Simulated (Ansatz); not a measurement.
The same path of a periodic cell of 13 atoms, LiSc₁₂ (host Sc, host structure hcp, interstitial Li) was run twice with different band settings.

All numbers below come from DFT PBE, scalar-relativistic, plane waves, PAW (Ansatz 0.2.0). Settings: cutoff 420 eV, k mesh 4x3x4, fermi-dirac smearing 0.05 eV, no spin polarisation.

Relaxed end points:

```xyz
13
Lattice="6.6200 0.0000 0.0000 -4.9650 8.5996 0.0000 0.0000 0.0000 5.2761" Properties=species:S:1:pos:R:3
Sc 0.025 -0.110 -0.152
Sc -0.043 1.863 2.528
Sc -1.631 2.969 -0.103
Sc -1.637 4.773 2.564
Sc -3.554 5.461 0.003
Sc -3.309 7.669 2.487
Sc 3.382 0.454 -0.060
Sc 3.320 2.012 2.563
Sc 1.597 2.815 -0.062
Sc 1.627 4.729 2.634
Sc 0.225 5.502 0.003
Sc 0.027 7.639 2.503
Li -1.684 6.776 4.882
```

```xyz
13
Lattice="6.6200 0.0000 0.0000 -4.9650 8.5996 0.0000 0.0000 0.0000 5.2761" Properties=species:S:1:pos:R:3
Sc 0.030 -0.112 0.131
Sc -0.041 1.858 2.742
Sc -1.627 2.972 0.099
Sc -1.633 4.781 2.718
Sc -3.554 5.457 0.033
Sc -3.300 7.663 2.769
Sc 3.391 0.459 0.070
Sc 3.325 2.014 2.719
Sc 1.600 2.810 0.073
Sc 1.630 4.718 2.677
Sc 0.232 5.499 0.031
Sc 0.028 7.632 2.757
Li -1.681 6.782 5.561
```

Common settings: climbing image yes; optimiser quadratic models (default); force threshold 0.05 eV/Å; end points relaxed.

| run | movable images | spring | start path | iteration limit | theory |
| --- | --- | --- | --- | --- | --- |
| 1 | 5 | 10.0 eV/Å² | IDPP | 26 | DFT PBE, scalar-relativistic, plane waves, PAW cutoff 420 eV, k mesh 4x3x4, fermi-dirac smearing 0.05 eV, no spin polarisation |
| 2 | 3 | 5.0 eV/Å² | default | 46 | DFT PBE, scalar-relativistic, plane waves, PAW cutoff 250 eV, k mesh 4x3x4, fermi-dirac smearing 0.05 eV, no spin polarisation |

(1) What does each run give, and how far can it be trusted?

## Answers

(1) Run 1: converged after 4 iterations, highest image 0.000 eV above the first end. The highest image is an end point: on this band no image between the ends rises above it.
Run 2: converged after 2 iterations, highest image 0.001 eV above the first end. The top lies less than 8 meV above the higher end, about what the thresholds resolve: that end is a shoulder or a very shallow well. The order of the stationary point at the top wasn't checked. The plane-wave cutoff is below what these datasets need, so energies and pressures aren't converged.
Limits of this set-up: coarse k mesh.
